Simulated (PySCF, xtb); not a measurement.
Si(Cl)(Br)2(OH) (Br2ClHOSi), SMILES Br[Si](Br)(O)Cl.

GFN2-xTB (xtb) at its own geometry gives an orbital gap of 6.43 eV and a dipole moment of 6.31 D.

Geometry: PBE0-D3(BJ)/def2-SVP. The structure was generated by enumeration, and PubChem lists no compound with its InChIKey, so it may never have been made. Other conformers were not sampled.

Task: What does PySCF with B3LYP/def2-TZVP give? (Estimate from the structure and the level; the computed values follow.)

Result: gap 7.32 eV (levels -8.40 and -1.08 eV), dipole 1.47 D.
